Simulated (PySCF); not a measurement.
Structure problem from calculated spectra and properties.

Formula: C4H10AlBr3O.

* Triplet: lowest triplet excitation (Tamm–Dancoff): 6.47 eV [TDA CAM-B3LYP/def2-SVPD]
* NMR, other nuclei: isotropic shieldings of nuclei other than C and H, by class: 272 (1 O), 435 (1 Al), 2640 (3 Br) ppm [GIAO PBE0/pcSseg-1]
* Rotational structure: rotational constants A, B, C: 0.427, 0.383, 0.363 GHz [PBE0-D3(BJ)/def2-SVP]
* 13C NMR: chemical shifts (computed TMS as zero) by class: 69.6 (2 C), 14.2 (2 C) ppm [GIAO PBE0/pcSseg-1]
* Dipole: 6.90 D [CAM-B3LYP/def2-SVPD]
* Polarisability: 137.9 au [CAM-B3LYP/def2-SVPD]
* 1H NMR: chemical shifts (computed TMS as zero) by class: 4.20 (4 H), 1.50 (6 H) ppm [GIAO PBE0/pcSseg-1]
* Valence photoelectron: vertical ionisation energy: 9.88 eV [ΔSCF CAM-B3LYP/def2-SVPD]

Gas-phase values; electronic properties from PySCF, density fitting. Levels stand in brackets. The structure is a single PBE0-D3(BJ)/def2-SVP conformer in the gas phase; no vibrational or solvent corrections. The calculation is non-relativistic and has no spin–orbit coupling, an omission that weighs most on bromine. NMR classes are plain means over equivalent atoms (diastereotopic ones count apart unless rotation or inversion swaps them), as if these changed places fast.

Question: Propose a structure and show how it fits.

Answer: Numbering: `[CH3:1][CH2:2][O+:3]([CH2:4][CH3:5])[Al-:6]([Br:7])([Br:8])[Br:9]`. 4 carbons fall into 2 classes; from least to most shielded: sp3 carbon bound to oxygen [C2/C4] (69.6 ppm, 2 C), methyl carbon [C1/C5] (14.2 ppm, 2 C). Hydrogen classes from least to most shielded: 4 H on 2 like atoms (sp3 carbon bound to oxygen), C2/C4 (4.20 ppm, a mean of values up to 1.4 ppm apart in this geometry), 6 H on 2 methyl carbons, C1/C5 (1.50 ppm, a mean of values up to 1.3 ppm apart in this geometry). The other shieldings belong to: 272 ppm, oxygen bonded to Al and 2 C [O3]; 435 ppm, aluminium bonded to 3 Br and O [Al6]; 2640 ppm, bromine bonded to Al [Br7/Br8/Br9]. The first electron is taken from the HOMO, whose largest Löwdin shares are 0.38 on a bromine bonded to Al, 0.35 on a bromine bonded to Al and 0.26 on a bromine bonded to Al. The optimised geometry has point group C1 and is an asymmetric top. Structure: AlBr3.OEt2 (`C([O+](CC)[Al-]([Br])([Br])[Br])C`). The assignments are read from this structure; whether some other isomer fits the data as well wasn't checked.

Conformer computed: `[CH3:1][CH2:2][O+:3]([CH2:4][CH3:5])[Al-:6]([Br:7])([Br:8])[Br:9]`: C1–C2–O3–C4 90°, C2–O3–C4–C5 86°, C2–O3–Al6–Br7 -20°.
